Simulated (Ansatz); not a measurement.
One geometry of Ca₇Se₆⁺, several levels of theory.

```yaml
crystal:
  periodic: [false, false, false]
  atoms:
    - {symbol: Ca, position_ang: [3.647421, 2.179101, -0.032292]}
    - {symbol: Ca, position_ang: [-1.491982, -3.058837, 1.038690]}
    - {symbol: Ca, position_ang: [-1.723766, 2.199682, 1.062426]}
    - {symbol: Ca, position_ang: [0.730931, 4.536687, -0.250722]}
    - {symbol: Ca, position_ang: [0.823439, -0.302824, -0.373698]}
    - {symbol: Ca, position_ang: [3.648424, -2.588150, -0.270453]}
    - {symbol: Ca, position_ang: [-4.051642, -1.900648, -1.255250]}
    - {symbol: Se, position_ang: [-2.036439, -0.409882, -0.050794]}
    - {symbol: Se, position_ang: [3.489688, -0.195343, -1.455899]}
    - {symbol: Se, position_ang: [-3.541332, -4.212872, -0.232860]}
    - {symbol: Se, position_ang: [1.143688, 2.095846, 1.166820]}
    - {symbol: Se, position_ang: [-1.902545, 4.508964, -0.199252]}
    - {symbol: Se, position_ang: [1.264114, -2.851726, 0.853283]}
basis:
  gaussian: {orbitals: def2-SVP, initial_orbitals: start.molden}
total_charge: 1
magnetization: {spin_polarized: true, initial_magnetization: 1}
hamiltonian: {xc: pbe, dispersion: d4}
scf: {omitted_lower_state_checks: [starts]}
output: {orbitals: {seedname: orbitals}}
```

The file start.molden holds the orbitals of an earlier run on this structure, at another level or in another basis.

```sh
$ ansatz run in.yaml --threads 2 --pin off --events-out ev --progress --plain --max-ram 32768MiB --backend cuda --devices 0, --max-vram 18GiB
```

It prints (some lines left out):

```
Functional definition: PBE
4064 factors; their error is unknown
mean field evaluation 1: about -521017.8470 eV, gradient 1.4e1 eV
mean field evaluation 2: about -521018.3874 eV, gradient 7.3e-1 eV
mean field evaluation 4: about -521017.8012 eV, gradient 1.1e-1 eV
mean field evaluation 8: about -521017.8013 eV, gradient 2.4e-5 eV
mean field -521017.80129355 eV, -19147.0510389882 hartree, gradient 2.4e-5 eV, S^2 0.751227; 0 other end points of the search recorded, 0 dependent functions left out
reference -521017.80142925 eV, -19147.0510439750 hartree; 172, 171 occupied and 188, 189 virtual orbitals, 4064 factors
Total energy: -521018.81822949 eV, -19147.0884106947 hartree
Checks for a lower state left out: starts
```

Hardware: 2 threads of AMD EPYC 7R13 on a shared host and a share (18 GiB) of an NVIDIA H100 80GB HBM3. Wall time 10 s, peak host memory 1.2 GiB.

The first input with `gaussian: {orbitals: def2-TZVP, fitting: {mean_field: def2-universal-jkfit}, initial_orbitals: start.molden}`, `hamiltonian: {xc: {name: CAM-B3LYP}, dispersion: d4}` (abridged; 19 s):

```
Functional definition: CAM-B3LYP
mean field -521207.97314514 eV, -19154.0397256309 hartree, gradient 2.2e-5 eV, S^2 0.750915
Total energy: -521208.99229945 eV, -19154.0771788609 hartree
Checks for a lower state left out: starts
```

As the first input, with `correlation: {method: mp2}` and without the key `hamiltonian` (abridged; 12 s):

```
Functional definition: HF
mean field -520683.41007630 eV, -19134.7623884127 hartree, gradient 4.2e-6 eV, S^2 0.751272
89 core orbitals not correlated: weight in the atoms' cores, before any rotation towards them, 1.000 or more for the frozen orbitals, at most 0.000 for the correlated occupied ones
second order -61.40684408 eV of doubles, -0.00000000 eV of singles
Total energy: -520744.81692038 eV, -19137.0190483095 hartree
Checks for a lower state left out: starts
```

As the first input, with `hamiltonian: {xc: pbe}`, `correlation: {method: rpa}` and without the key `output` (abridged; 18 s):

```
Functional definition: PBE
mean field -521017.80122335 eV, -19147.0510364083 hartree, gradient 2.6e-6 eV, S^2 0.751227
89 core orbitals not correlated: weight in the atoms' cores, before any rotation towards them, 1.000 or more for the frozen orbitals, at most 0.000 for the correlated occupied ones
Total energy: -520768.46731650 eV, -19137.8881843361 hartree
Checks for a lower state left out: starts
```

The first input with `gaussian: {orbitals: def2-TZVP, fitting: {mean_field: def2-universal-jkfit}, initial_orbitals: start.molden}`, `hamiltonian: {xc: r2scan, dispersion: d4}` (abridged; 17 s):

```
Functional definition: r2SCAN
mean field -521175.21226117 eV, -19152.8357853512 hartree, gradient 3.4e-5 eV, S^2 0.751476
Total energy: -521175.45186228 eV, -19152.8445905296 hartree
Checks for a lower state left out: starts
```

As the first input, with `gaussian: {orbitals: def2-TZVP, fitting: {mean_field: def2-universal-jkfit}, initial_orbitals: start.molden}`, `hamiltonian: {xc: pbe0, dispersion: d4}` (abridged; 17 s):

```
Functional definition: PBE0
mean field -521103.14865074 eV, -19150.1874965143 hartree, gradient 3.3e-5 eV, S^2 0.750978
Total energy: -521104.06734624 eV, -19150.2212579512 hartree
Checks for a lower state left out: starts
```

First input, but with `hamiltonian: {xc: pbe0, dispersion: d4}` (abridged; 12 s):

```
Functional definition: PBE0
mean field -521039.52587089 eV, -19147.8494024798 hartree, gradient 2.1e-5 eV, S^2 0.750981
Total energy: -521040.44459347 eV, -19147.8831649121 hartree
Checks for a lower state left out: starts
```

Geometry: PBE-D4/def2-SVP, loosely relaxed.

Correlated methods freeze 89 core orbitals; core or outer-core shells of Ca, Se are correlated, in sets that lack core-valence functions. Single mean-field runs in def2-TZVP are fitted with def2-universal-jkfit. The geometry of the charge 1 doublet is only loosely relaxed. The structure comes from a short search, and lower isomers may exist.
